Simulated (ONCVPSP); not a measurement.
**Plane-wave convergence, ONCV potential for Mn (Z = 25)**

- Element: Mn (Z = 25)
- Generator: ONCVPSP 4.0.1
- Type: optimised norm-conserving Vanderbilt (ONCV)
- Functional: PBE
- Relativity: scalar-relativistic
- Frozen core: [Ne]
- Valence charge: 15
- Reference configuration: 3s2 3p6 3d6 4s1
- Partial waves: 3s+4s: rc 1.30 bohr, ncon 3, nbas 8, qcut 9.6 1/bohr, 2 projectors; 3p: rc 1.30 bohr, ncon 4, nbas 7, qcut 10.1 1/bohr, 2 projectors, debl 1.7 Ha; 3d: rc 1.30 bohr, ncon 3, nbas 6, qcut 11.7 1/bohr, 2 projectors, debl 1.8 Ha
- Local potential: polynomial inside 1.30 bohr (lpopt 1, dvloc0 6 Ha)
- Core correction: polynomial model core, fcfact 0.2

In the p channel the program set the typed energies aside and used -1.855, 0.250 Ha.

Q: For each optimised wave give the share of its norm inside rc, the residual kinetic energy above qcut (Ha) and the cutoffs (Ha) for errors of 10, 1, 0.1 and 0.01 mHa per electron.

A:

```
         wave  norm inside rc  residual KE  10 mHa  1 mHa  0.1 mHa  0.01 mHa
           3s           0.908      9.2e-07    22.4   30.6     36.7      41.4
           4s           0.028      2.8e-07     6.7   24.4     32.5      38.7
           3p           0.858      1.4e-07    23.7   30.8     37.2      42.5
p projector 2           0.051      7.9e-08    17.7   25.2     32.0      37.6
           3d           0.588      6.8e-06    42.9   51.8     58.7      65.8
d projector 2           0.071      3.1e-06    40.7   51.2     59.0      65.2
```

The occupied waves need 52 Ha and 59 Ha for 1 and 0.1 mHa. 1 of 4 tests not solved or not reliable.
